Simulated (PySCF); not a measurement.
# `[H]/N=C\[C@]12C[C@](C)(C1)C2` in a uniform electric field

C7H11N.
Geometry (GFN2-xTB, Å), atoms numbered from 1 in this order:
```xyz
19
C7H11N angstrom
H      2.9277    1.2958    0.1192
N      3.2400    0.3974   -0.2510
C      2.3196   -0.4348   -0.4462
C      0.8741   -0.2447   -0.1985
C      0.2043    0.1031    1.1542
C     -0.9445    0.0381    0.1297
C     -2.4039    0.2675    0.3934
C     -0.2814   -1.2379   -0.4274
C     -0.0379    0.8404   -0.8230
H      2.6188   -1.4036   -0.8419
H      0.4296    1.0782    1.5814
H      0.2331   -0.6724    1.9171
H     -2.9751    0.1582   -0.5265
H     -2.5635    1.2707    0.7846
H     -2.7740   -0.4521    1.1209
H     -0.3032   -2.1198    0.2098
H     -0.5077   -1.4962   -1.4600
H     -0.2334    0.7468   -1.8894
H      0.1678    1.8744   -0.5540
```

Level: B3LYP/def2-SVPD (PySCF); nuclei fixed, core orbitals frozen in the response. Permanent dipole (-2.821, 0.004, 0.347) D (1 au = 2.5417 D). Static polarisability (au):

```
x   100.48   3.03  -2.05
y     3.03  81.75   2.25
z    -2.05   2.25  75.75
```

Only the terms in μ and α are kept: μ(F) = μ + αF and ΔE = −μ·F − ½ F·αF.

Task: What do fields of 0.103 V/Å (0.002 au) along the six axis directions do?

Result: 
| field along | induced x (D) | induced y (D) | induced z (D) | total size (D) | −μ·F (kJ/mol) | −½F·αF (kJ/mol) |
| --- | --- | --- | --- | --- | --- | --- |
| +x | 0.511 | 0.015 | -0.010 | 2.335 | +5.828 | -0.528 |
| −x | -0.511 | -0.015 | 0.010 | 3.351 | -5.828 | -0.528 |
| +y | 0.015 | 0.416 | 0.011 | 2.859 | -0.008 | -0.429 |
| −y | -0.015 | -0.416 | -0.011 | 2.886 | +0.008 | -0.429 |
| +z | -0.010 | 0.011 | 0.385 | 2.925 | -0.717 | -0.398 |
| −z | 0.010 | -0.011 | -0.385 | 2.811 | +0.717 | -0.398 |

Task: For the field (0.0006, -0.0008, 0.0004) au, what is the induced dipole, and what angle does it make with the field?

Result: αF = (0.145, -0.159, 0.069) D, at 6.5° to the field. The polarisability along this direction, F·αF/F², is 82.14 au, against a mean of 85.99 au.

Task: At what field along the permanent dipole would the induced dipole along it equal the permanent one, in this linear picture?

Result: The polarisability along the dipole is 100.60 au, so F = 1.1182 au / 100.60 au = 0.0111 au = 0.57 V/Å; higher-order terms are ignored.

Task: What field makes μF equal to kT at 100 K?

Result: kT = 0.3167 × 10⁻³ Eh, so F = 0.000283 au = 1.46 MV/cm.

Task: A unit point charge sits 11 Å away. Estimate the induction energy −αe²/2R⁴ with the mean polarisability, treating the molecule as a point.

Result: R = 20.79 bohr, so the energy is −86.0/(2 × 20.79⁴) Eh = -0.605 kJ/mol. The charge–dipole term at its most favourable orientation, −μe/R², is -6.79 kJ/mol.

Isolated species at its GFN2-xTB geometry (one conformer only).
